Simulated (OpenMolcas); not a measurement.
**Ionisation energies of platinum**

| Quantity | Value |
| --- | --- |
| Program | OpenMolcas 26.06 |
| Basis | ANO-RCC-VQZP [9s8p6d4f2g1h] |
| Scalar Hamiltonian | DKH2, point nucleus |
| Spin-orbit coupling | state interaction with AMFI integrals over the reference wave functions, term energies averaged over their components |

Active shells in each charge state: the valence d, s shells, with orbitals averaged over the low states. Where CASPT2's correlated closed shells are named, they are those of the first ion.

A. CASSCF
B. SS-CASPT2, IPEA 0.25 Eh, imaginary shift 0.1 Eh (closed shells correlated: 5s 5p)
C. SS-CASPT2, IPEA 0.25 Eh, imaginary shift 0.1 Eh (closed shells correlated: 4f 5s 5p)
D. SS-CASPT2, IPEA 0 Eh, imaginary shift 0.1 Eh (closed shells correlated: 5s 5p)

Energies in eV between the lowest computed levels, named as in B; reference values from the NIST Atomic Spectra Database with their kind.

```csv
From,To,A,B,C,D,Spin-orbit share in B,Reference
Pt+ 5d⁹ ²D_5/2,Pt2+ 5d⁸ ³F₄,16.445,18.520,18.652,18.460,-0.338,18.560 (measured)
```

Steps that some method lacks are left out, and so are those with a state whose active s or d shell is doubly occupied in every root (s and p with five to eight electrons, d10) over a frozen core shell of the same l, since the two then mix freely.

Error against the reference values, in %:

```tsv
From	Reference	A	B	C	D
Pt+	measured	-11.4	-0.2	+0.5	-0.5
```

Absolute error against the one measured value: A 2.11 eV, B 0.04 eV, C 0.09 eV, D 0.10 eV. B lies closest.

The lowest level within the active space need not be the ion's true ground level.
